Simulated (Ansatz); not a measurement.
Isolated molecules relaxed with PBE0-D4/def2-TZVP in Ansatz; ΔE leaves out vibrations. CBS: MP2 limit from def2 TZ/QZ plus the TZ coupled-cluster correction, frozen cores. This one scheme is used for every species. DFT in def2-TZVPP. HSE06 is defined as in plane-wave codes. For Ge outer-core shells are correlated without core-valence functions, which leaves a few kJ/mol of doubt a bond. Scalar relativity is left out up to krypton. One conformer a species, not always the lowest.

`C[N]([GeH3])BF` + `NBS` → `NB[S][GeH3]` + `CNBF`  (ligand exchange at a Ge–N bond)

```json
{"level": "HSE06-D4", "ΔE (kcal/mol)": "-12.5"}
{"level": "r2SCAN0", "ΔE (kcal/mol)": "-12.1"}
```

Problem. What does CCSD(T)/CBS give? (Estimate.)

Solution. Computed: -10.2 kcal/mol. The listed levels differ from it by -2.3, -1.9 kcal/mol.

Largest T1 diagnostic among the species: 0.012.

Leaving LDA and LC-ωPBE aside and taking each functional with its dispersion term where it has one, the values, not all of them listed here, spread over 2.2 kcal/mol, from HSE06-D4 to CAM-B3LYP-D4. LDA lies +1.6 kcal/mol from PBE without D4. At CCSD(T), def2-SVP lies +0.9 kcal/mol from the extrapolated value and def2-TZVPP +0.8 kcal/mol.
